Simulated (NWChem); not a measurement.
Everything below was run with NWChem. System: CHCl, charge 0, spin multiplicity 1, at a geometry optimised with PBE0/def2-SVP. The structure started from a generated list of species. Level: PBE0/def2-SVPD.

Input file:

```
start mol
memory heap 200 mb stack 900 mb global 1100 mb
geometry units angstroms nocenter noautoz
  C      1.057882    -0.546632     0.000000
  Cl    -0.475221     0.172405     0.000000
  H      1.731471     0.348912     0.000000
  symmetry group Cs
end
basis spherical
  * library def2-svpd
end
dft
  xc pbe0
  semidirect memsize 60000000 filesize 0
  iterations 100
end
property
  dipole
  response 1 0.0428
end
task dft property
```

Part of the output:

```
             Northwest Computational Chemistry Package (NWChem) 7.3.0
             --------------------------------------------------------

                                NWChem Input Module
                                -------------------

 Scaling coordinates for geometry "geometry" by  1.889725989
 (inverse scale =  0.529177249)

 Turning off AUTOSYM since
 SYMMETRY directive was detected!

                             Geometry "geometry" -> ""
                             -------------------------

 Output coordinates in angstroms (scale by  1.889725989 to convert to a.u.)

  No.       Tag          Charge          X              Y              Z
 ---- ---------------- ---------- -------------- -------------- --------------
    1 C                    6.0000     1.05788200    -0.54663200     0.00000000
    2 Cl                  17.0000    -0.47522100     0.17240500     0.00000000
    3 H                    1.0000     1.73147100     0.34891200     0.00000000

 Effective nuclear repulsion energy (a.u.)      38.7725119708

            Nuclear Dipole moment (a.u.)
            ----------------------------
        X                 Y               Z
 ---------------- ---------------- ----------------
     0.0000113384     0.0000094486     0.0000000000

      Symmetry information
      --------------------

 Group name             Cs
 Group number              2
 Group order               2
 No. of unique centers     3

      Symmetry unique atoms

     1    2    3


 Summary of "ao basis" -> "" (spherical)
 ------------------------------------------------------------------------------
       Tag                 Description            Shells   Functions and Types
 ---------------- ------------------------------  ------  ---------------------
 *                         def2-svpd                  on all atoms

                              NWChem Property Module
                              ----------------------

                                 NWChem DFT Module
                                 -----------------

 Summary of "ao basis" -> "ao basis" (spherical)
 ------------------------------------------------------------------------------
       Tag                 Description            Shells   Functions and Types
 ---------------- ------------------------------  ------  ---------------------
 C                         def2-svpd                 8       20   4s2p2d
 Cl                        def2-svpd                11       27   5s4p2d
 H                         def2-svpd                 4        8   2s2p

 Summary of "ao basis" -> "ao basis" (spherical)
 ------------------------------------------------------------------------------
       Tag                 Description            Shells   Functions and Types
 ---------------- ------------------------------  ------  ---------------------
 C                         def2-svpd                 8       20   4s2p2d
 Cl                        def2-svpd                11       27   5s4p2d
 H                         def2-svpd                 4        8   2s2p

            General Information
            -------------------
          SCF calculation type: DFT
          Wavefunction type:  closed shell.
          No. of atoms     :     3
          No. of electrons :    24
           Alpha electrons :    12
            Beta electrons :    12
          Charge           :     0
          Spin multiplicity:     1
          Use of symmetry is: off; symmetry adaption is: off
          Maximum number of iterations: 100
          AO basis - number of functions:    55
                     number of shells:    23
          Convergence on energy requested:  1.00D-06
          Convergence on density requested:  1.00D-05
          Convergence on gradient requested:  5.00D-04

              XC Information
              --------------
                         PBE0 Method XC Functional
                     Hartree-Fock (Exact) Exchange  0.250
          PerdewBurkeErnzerhof Exchange Functional  0.750
            Perdew 1991 LDA Correlation Functional  1.000 local
           PerdewBurkeErnz. Correlation Functional  1.000 non-local

             Grid Information
             ----------------
          Grid used for XC integration:  medium
          Radial quadrature: Mura-Knowles
          Angular quadrature: Lebedev.
          Tag              B.-S. Rad. Rad. Pts. Rad. Cut. Ang. Pts.
          ---              ---------- --------- --------- ---------
          C                   0.70       49          10.0       434
          Cl                  1.00       88           9.0       590
          H                   0.35       45          10.0       434
          Grid pruning is: on
          Number of quadrature shells:   182
          Spatial weights used:  Erf1

          Convergence Information
          -----------------------
          Convergence aids based upon iterative change in
          total energy or number of iterations.
          Levelshifting, if invoked, occurs when the
          HOMO/LUMO gap drops below (HL_TOL):  1.00D-02
          DIIS, if invoked, will attempt to extrapolate
          using up to (NFOCK): 10 stored Fock matrices.

                    Damping( 0%)  Levelshifting(0.5)       DIIS
                  --------------- ------------------- ---------------
          dE  on:    start            ASAP                start
          dE off:    2 iters        100 iters           100 iters

      Screening Tolerance Information
      -------------------------------
          Density screening/tol_rho:  1.00D-10
          AO Gaussian exp screening on grid/accAOfunc:  14
[...]
------------------------------------------------------------
               write      read    awrite     aread      wait
               -----      ----    ------     -----      ----
     calls:        1         0         0         0         0
   data(b): 5.24e+05  0.00e+00  0.00e+00  0.00e+00
   time(s): 0.00e+00  0.00e+00  0.00e+00  0.00e+00  0.00e+00
rate(mb/s): 0.00e+00  0.00e+00
------------------------------------------------------------

   convergence    iter        energy       DeltaE   RMS-Dens  Diis-err    time
 ---------------- ----- ----------------- --------- --------- ---------  ------
 d= 0,ls=0.0,diis     1   -498.3567322922 -5.37D+02  1.86D-02  2.94D-01     0.6
 d= 0,ls=0.0,diis     2   -498.3285081024  2.82D-02  1.03D-02  4.57D-01     0.9
 d= 0,ls=0.0,diis     3   -498.3899330506 -6.14D-02  3.08D-03  2.96D-02     1.2
 d= 0,ls=0.0,diis     4   -498.3942058710 -4.27D-03  7.51D-04  1.77D-03     1.4
 d= 0,ls=0.0,diis     5   -498.3944413717 -2.36D-04  1.14D-04  1.86D-05     1.6
  Resetting Diis
 d= 0,ls=0.0,diis     6   -498.3944448047 -3.43D-06  2.99D-05  1.44D-06     1.8
 d= 0,ls=0.0,diis     7   -498.3944450631 -2.58D-07  8.64D-06  6.48D-08     2.1

         Total DFT energy =     -498.394445063057
      One electron energy =     -762.732778083566
           Coulomb energy =      259.255181442573
    Exchange-Corr. energy =      -33.689360392912
 Nuclear repulsion energy =       38.772511970849

 Numeric. integr. density =       24.000000142734

     Total iterative time =      1.8s

                       DFT Final Molecular Orbital Analysis
                       ------------------------------------

 Vector   10  Occ=2.000000D+00  E=-4.104068D-01
              MO Center= -2.3D-01,  6.8D-02,  3.5D-08, r^2= 1.4D+00
   Bfn.  Coefficient  Atom+Function         Bfn.  Coefficient  Atom+Function
  ----- ------------  ---------------      ----- ------------  ---------------
    34      0.555923  2 Cl pz                31      0.450387  2 Cl pz
    28      0.258388  2 Cl pz                 7      0.203509  1 C  pz
    10      0.105661  1 C  pz                37      0.054343  2 Cl pz
    41     -0.034142  2 Cl d  1              46     -0.029917  2 Cl d  1

 Vector   11  Occ=2.000000D+00  E=-3.923427D-01
              MO Center= -2.1D-02, -1.0D-01, -8.1D-09, r^2= 1.8D+00
   Bfn.  Coefficient  Atom+Function         Bfn.  Coefficient  Atom+Function
  ----- ------------  ---------------      ----- ------------  ---------------
    32      0.409371  2 Cl px                33      0.350151  2 Cl py
    29      0.326995  2 Cl px                30      0.284534  2 Cl py
     2     -0.204078  1 C  s                 26      0.186028  2 Cl px
     6      0.172060  1 C  py                27      0.162698  2 Cl py
     5     -0.158274  1 C  px                 3     -0.130547  1 C  s

 Vector   12  Occ=2.000000D+00  E=-2.611599D-01
              MO Center=  7.0D-01, -5.2D-01, -7.7D-10, r^2= 2.0D+00
   Bfn.  Coefficient  Atom+Function         Bfn.  Coefficient  Atom+Function
  ----- ------------  ---------------      ----- ------------  ---------------
     6      0.446163  1 C  py                33     -0.380558  2 Cl py
     3     -0.306233  1 C  s                  2     -0.298295  1 C  s
    30     -0.278838  2 Cl py                 9      0.237296  1 C  py
    48      0.215959  3 H  s                  4     -0.191032  1 C  s
    49      0.172027  3 H  s                 27     -0.155104  2 Cl py

 Vector   13  Occ=0.000000D+00  E=-1.246169D-01
              MO Center=  7.6D-01, -3.5D-01,  3.5D-09, r^2= 1.9D+00
   Bfn.  Coefficient  Atom+Function         Bfn.  Coefficient  Atom+Function
  ----- ------------  ---------------      ----- ------------  ---------------
     7      0.570605  1 C  pz                10      0.420250  1 C  pz
    34     -0.320867  2 Cl pz                31     -0.221460  2 Cl pz
    28     -0.122142  2 Cl pz                46     -0.092355  2 Cl d  1
    41     -0.068886  2 Cl d  1              55      0.058012  3 H  pz
    44     -0.045553  2 Cl d -1              39     -0.030413  2 Cl d -1

 Vector   14  Occ=0.000000D+00  E= 2.425661D-02
              MO Center=  1.0D-01,  2.4D-01,  1.1D-08, r^2= 5.9D+00
   Bfn.  Coefficient  Atom+Function         Bfn.  Coefficient  Atom+Function
  ----- ------------  ---------------      ----- ------------  ---------------
    35      0.786305  2 Cl px                49     -0.340085  3 H  s
     2     -0.328198  1 C  s                 32      0.313608  2 Cl px
     3     -0.304923  1 C  s                  8      0.291890  1 C  px
     4      0.265903  1 C  s                 53      0.257297  3 H  px
    25      0.252353  2 Cl s                  5      0.242522  1 C  px

 Vector   15  Occ=0.000000D+00  E= 3.834296D-02
              MO Center= -9.7D-02,  9.8D-01,  1.7D-07, r^2= 6.1D+00
   Bfn.  Coefficient  Atom+Function         Bfn.  Coefficient  Atom+Function
  ----- ------------  ---------------      ----- ------------  ---------------
    49     -0.969798  3 H  s                 25      0.949818  2 Cl s
     4      0.897527  1 C  s                 24     -0.682458  2 Cl s
    54      0.479415  3 H  py                36      0.467829  2 Cl py
     3      0.403108  1 C  s                 53      0.308954  3 H  px
     9      0.229022  1 C  py                 5     -0.209523  1 C  px

 center of mass
 --------------
 x =  -0.08580093 y =  -0.00705593 z =   0.00000000

 moments of inertia (a.u.)
 ------------------
          16.952191903136          32.866488860582           0.000000000000
          32.866488860582          86.595126427643           0.000000000000
           0.000000000000           0.000000000000         103.547318330779

     Multipole analysis of the density
     ---------------------------------

     L   x y z        total         alpha         beta         nuclear
     -   - - -        -----         -----         ----         -------
     0   0 0 0     -0.000000    -12.000000    -12.000000     24.000000

     1   1 0 0     -0.004939     -0.002475     -0.002475      0.000011
     1   0 1 0      0.624239      0.312115      0.312115      0.000009
     1   0 0 1     -0.000000     -0.000000     -0.000000      0.000000

     2   2 0 0    -13.416493    -30.905551    -30.905551     48.394609
     2   1 1 0      1.428623      8.317679      8.317679    -15.206735
     2   1 0 1      0.000000      0.000000      0.000000      0.000000
     2   0 2 0    -16.263289    -12.452415    -12.452415      8.641540
     2   0 1 1      0.000000      0.000000      0.000000      0.000000
     2   0 0 2    -13.641434     -6.820717     -6.820717      0.000000

 *** CALLING NEW AORESP DRIVER FOR CLOSED AND OPEN SHELLS ***
 Entering AOResponse driver routine

--------------------------------------------------------------------------------

          ****************
          *** RESPONSE ***
          ****************

 Response module for NWChem and dynamic CPKS solver

          -----------------------------------------------
          Solving response equations for perturbing field
          -----------------------------------------------

 number of frequencies:     1
 frequency in a.u.:  0.4280000E-01
 Perturbing field: electric
 Using El. Dipole Length Gauge

 Setting up CPKS with frequency omega =      0.04280000 a.u.

                            NWChem Dynamic CPHF Module
                            --------------------------

    scftype = RHF
    nclosed =   12
      nopen =    0
  variables =     1032
  num. vecs =        3
  tolerance =   1.0D-04
  max. iter =   50

  int2e_file: Failed to allocate cache ... halving
 SCF residual:    3.1508314965862747E-004

Iterative solution of linear equations
  No. of variables     1032
  No. of equations        3
  Maximum subspace       30
       Convergence  1.0D-04

 ga_lkain filestub:cphf_sol
 ga_lkain filesoln:./mol.cphf_sol

   iter   nsub   residual    time
   ----  ------  --------  ---------
     1      3    5.71D+00       5.9
     2      6    1.96D+00       9.1
     3      9    2.30D-01      12.7
     4     12    3.15D-01      16.1
     5     15    4.95D-02      19.6
     6     18    1.03D-02      23.4
     7     21    6.81D-04      26.7
     8     24    1.43D-04      30.2
     9     27    5.90D-06      33.5

 Electric Dipole Response Matrix (nonzero elements):

              1        2        3
    1   36.0813  -4.4597  -0.0000
    2   -4.4597  26.3171   0.0000
    3   -0.0000   0.0000  24.0368

 ------------------------------------------
 average:        28.81170 + I       0.00000

 DFT Linear Response polarizability / au
 Frequency  =       0.0428000 / au
 Wavelength =    1064.5643224 / nm
              X              Y              Z
 -----------------------------------------------
 X      36.0812655     -4.4597054     -0.0000001
 Y      -4.4597061     26.3170889      0.0000001
 Z      -0.0000001      0.0000001     24.0367598
 -----------------------------------------------
 Eigenvalues =      37.8115716     24.5867829     24.0367598
 Isotropic   =      28.8117048
 Anisotropic =      13.5082012
 -----------------------------------------------

 Magnetic Dipole Response Matrix (nonzero elements):
 Optical rotation tensor Beta

              1        2        3
    1   -0.0000   0.0000   8.2561
    2    0.0000   0.0000   7.8239
    3 -190.5669 -12.9869   0.0000

 ------------------------------------------
 average:        -0.00000 + I       0.00000

 Exiting AOResponse driver routine

          -------------
          Dipole Moment
          -------------

 Center of charge (in au) is the expansion point
         X =       0.0000005 Y =       0.0000004 Z =       0.0000000

   Dipole moment        0.6242580831 A.U.
             DMX       -0.0049387706 DMXEFC        0.0000000000
             DMY        0.6242385465 DMYEFC        0.0000000000
             DMZ       -0.0000000332 DMZEFC        0.0000000000
   -EFC- dipole         0.0000000000 A.U.
   Total dipole         0.6242580831 A.U.

   Dipole moment        1.5867177711 Debye(s)
             DMX       -0.0125531977 DMXEFC        0.0000000000
             DMY        1.5866681135 DMYEFC        0.0000000000
             DMZ       -0.0000000843 DMZEFC        0.0000000000
   -EFC- dipole         0.0000000000 DEBYE(S)
   Total dipole         1.5867177711 DEBYE(S)

 1 a.u. = 2.541766 Debyes

 Task  times  cpu:       33.5s     wall:       33.5s

 Total times  cpu:       33.5s     wall:       33.5s
```
